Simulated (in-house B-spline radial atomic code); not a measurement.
## Neutral mercury: [Xe] 4f14 5d10 6s2

All numbers are computed (Dirac-Kohn-Sham PBEsol, spherical fractional occupations; Fermi nucleus of rms radius 5.4648 fm) with a radial B-spline atomic code at the basis-set limit, not measured.

Z_r = [3n² - l(l+1)]/(2<r>); Z_e = n√(-2ε); the last column is Slater's effective charge. Values are occupation-weighted means over j. An effective charge above Z reflects the relativistic contraction of the inner shells.

```
shell  electrons   ε (eV)  <r> (bohr)    Z_r    Z_e  Slater
   1s          2   -82967      0.0166  90.37  78.09   79.70
   2s          2   -14694     0.06928  86.61  65.73   75.85
   2p          6   -12806     0.06271  79.73  61.36   75.85
   3s          2  -3486.4      0.1802  74.92  48.02   68.75
   3p          6    -2932      0.1811  69.03  44.04   68.75
   3d         10  -2288.6       0.165  63.62  38.91   58.85
   4s          2   -766.1      0.3993  60.11  30.02   52.25
   4p          6     -582       0.424  54.24  26.16   52.25
   4d         10   -347.7      0.4493  46.74  20.22   40.85
   5s          2  -117.86      0.9022  41.56  14.72   22.35
   4f         14  -95.634      0.4832  37.26  10.60   29.45
   5p          6  -67.728       1.037  35.21  11.16   22.35
   5d         10  -9.9198       1.503  22.96   4.27    8.85
   6s          2  -6.8728       2.683  20.13   4.26    4.35
```

The least bound orbital is 6s1/2 at -6.873 eV, and it is also the most diffuse (<r> = 2.683 bohr).

Spin-orbit splittings of the orbital energies (j = l + 1/2 above j = l - 1/2 when positive): 2p 1947 eV, 3p 431.1 eV, 3d 92.41 eV, 4p 104.2 eV, 4d 19.43 eV, 4f 4.194 eV, 5p 18.34 eV, 5d 1.84 eV.

For the 1s electron the small component carries 9.25 % of the norm, the zero-frequency Breit interaction raises the level by 315.9 eV, self-energy by 203.1 eV, and vacuum polarisation lowers it by 42.03 eV.

The density falls to 0.001 bohr⁻³ at 4.299 bohr; Σ<r²> = 61.241 bohr² gives, by the non-relativistic formula and without the paramagnetism of open shells, a Langevin diamagnetic susceptibility of -48.5×10⁻⁶ cm³/mol.
